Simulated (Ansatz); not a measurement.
The same path of ClGeH₃OSn (7 atoms, charge 0, multiplicity 1) was run twice with different band settings. Lost on the way: Ge4–H6. Made: O3–H6.

These are results of Ansatz 0.2.0, RKS PBE-D4/def2-SVP, not measurements.

Relaxed end points:

```xyz
7
Properties=species:S:1:pos:R:3
Cl -2.702 -1.192 0.700
Sn -0.436 -1.184 -0.062
O -0.185 0.715 -1.083
Ge 0.912 0.974 0.303
H -0.418 -2.320 -1.374
H 0.451 1.913 1.452
H 2.440 1.026 0.019
```

```xyz
7
Properties=species:S:1:pos:R:3
Cl -2.310 -0.991 1.005
Sn -0.087 -1.179 0.075
O -0.038 1.077 -0.388
Ge 1.426 0.903 0.975
H -0.492 -1.710 -1.554
H -0.848 1.403 0.061
H 2.410 0.430 -0.220
```

Common settings: climbing image yes; spring 5.0 eV/Å²; optimiser quadratic models (default); start path through a guess of the saddle point; force threshold 0.05 eV/Å; iteration limit 60; end points relaxed.

| run | movable images |
| --- | --- |
| 1 | 7 |
| 2 | 3 |

(1) What does each run give, and how far can it be trusted?

Answers

(1) Run 1: converged after 10 iterations, highest image 1.699 eV above the first end. A vibrational analysis at the climbing image gives one clearly imaginary mode, 1196i cm⁻¹: a first-order saddle point.
Run 2: converged after 8 iterations, highest image 1.701 eV above the first end. Neighbouring images differ by up to 2.1 eV, so the band resolves the path poorly. Another band between the same ends (7 images) ends at a top of the same energy, where a vibrational analysis finds 1 clearly imaginary mode. So few images can step over the top or miss a turn of the path.
The orbitals stay closed-shell, which can raise the energy where a bond breaks towards radicals; this wasn't checked here.
